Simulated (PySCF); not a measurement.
# 19F chemical shifts

Computed data (PySCF 2.14): GFN2-xTB structure, NMR shieldings at PBE0/pcSseg-1/GIAO. Non-relativistic Hamiltonian, one conformer, no solvent model, rapidly exchanging positions averaged.

Shieldings were converted by a linear fit to measured shifts: 19F: δ = 146.13 − 0.903σ +14.6 on sp3 carbon (rms 6.0 ppm, 223 shifts, 7.0 ppm with the 5 outliers that the fit left out vs CFCl3, solution or neat liquid). Occasional misses reach two or three times the rms, and more in compound classes unlike the fitted ones.

Question: Give the 19F shifts of `FC(F)OC1=COC=CO1`, `C=Cn1cpc([SiH3])c1F`.

Answer: 
```
           compound                   environment  δ (ppm)
   FC(F)OC1=COC=CO1  fluorine of a CF2 group (×2)    -86.7
C=Cn1cpc([SiH3])c1F                 aryl fluorine   -114.5
```

Question: Order these by 19F shift, lowest first.
A. COC(=O)C1=CC(F)(F)O1
B. Cc1cp(C)cc1F
C. F/C=P/C1=CCCC1

Answer: B (-107.6 ppm, fluorine on an unsaturated ring), A (-92.7 ppm, fluorine of a CF2 group), C (-73.1 ppm, fluorine bonded to C).
